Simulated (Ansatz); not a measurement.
AlCl$_{4}$, charge -1, singlet, at a GFN2-xTB geometry (such geometries of metal compounds can be far from the true shape) (a gas-phase anion, which may not be bound at this level), with bond 4-2 at 2.2 times its length; B3LYP/6-31G (Ansatz, a program for electronic structure).

The Ansatz input:
Ansatz 0.2 input:
```yaml
crystal:
  periodic: [false, false, false]
  atoms:
    - {symbol: Cl, position_ang: [-1.65839443, -0.37089430, -1.25730454]}
    - {symbol: Al, position_ang: [0.00000000, 0.00000000, 0.00000000]}
    - {symbol: Cl, position_ang: [0.00812152, 2.03452580, 0.57383638]}
    - {symbol: Cl, position_ang: [3.92899582, -0.98148673, -2.28646860]}
    - {symbol: Cl, position_ang: [-0.13563427, -1.21750117, 1.72277208]}
basis:
  gaussian:
    orbitals: 6-31G
hamiltonian:
  xc: b3lyp
total_charge: -1
scf: {lower_state_search: off}
magnetization: {spin_polarized: true}
```

It wrote (shortened):

```
Functional definition: B3LYP
these checks for a lower state are left out or cut short: stability, starts, cluster_reference, orbital_swaps, neighbouring_geometries, increment
698 factors; integrals over basis functions are off by at most 2.0e-4 eV
mean field evaluation 1: about -56690.0995 eV, gradient 1.5e1 eV
mean field evaluation 2: about -56662.2860 eV, gradient 4.2e1 eV
mean field evaluation 4: about -56692.0349 eV, gradient 3.8e0 eV
mean field evaluation 8: about -56692.3713 eV, gradient 3.7e-1 eV
mean field evaluation 16: about -56692.3745 eV, gradient 5.2e-5 eV
mean field -56692.37447171 eV, -2083.4063343636 hartree, gradient 3.2e-6 eV, S^2 0.000000; 0 other end points of the search recorded, 0 dependent functions left out
reference -56692.37479756 eV, -2083.4063463387 hartree; 41, 41 occupied and 24, 24 virtual orbitals, 698 factors
Total energy: -56692.37479756 eV, -2083.4063463387 hartree
Checks for a lower state left out: stability, starts, cluster_reference, orbital_swaps, neighbouring_geometries, increment
```
